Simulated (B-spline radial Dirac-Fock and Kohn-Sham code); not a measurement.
**Tc⁷⁺: non-radiative channels of the 1s vacancy**

System: Tc⁷⁺, configuration [Ar] 3d10 4s2 4p6, inside a Watson sphere of charge -7 and radius 1.6 Å (a model of the Madelung potential; inside it an electron's potential energy is raised by 63.0 eV).

The computed values come from a radial atomic solver: independent-particle rates on relativistic LDA orbitals of the hole state (multipoles up to L = 3, Coulomb Auger matrix elements, transition energies from Dirac-Fock). Kinetic energies are configuration averages from the vacuum level; the two-hole energies are estimated from single-hole states.

```csv
transition,kinetic energy (eV),width (meV),share (%)
K-L1L1,14764.6,65.2,6.1
K-L1L2,15025.9,80.4,7.5
K-L1L3,15144.4,125,11.7
K-L2L3,15376.1,307,28.8
K-L3L3,15492.7,159,15.0
K-L1M1,17333.3,21.2,2.0
K-L1M3,17449.3,21.3,2.0
K-L2M3,17701.8,44.4,4.2
K-L3M2,17797.3,43.6,4.1
K-L3M3,17819.9,46.9,4.4
```

The listed channels hold 86 % of the non-radiative rate. Summed by principal shells, of 1.07 eV in all: KLL 70.4 %, KLM 23.2 %, KLN 3.9 %, KMM 1.8 %, KMN 0.6 %.
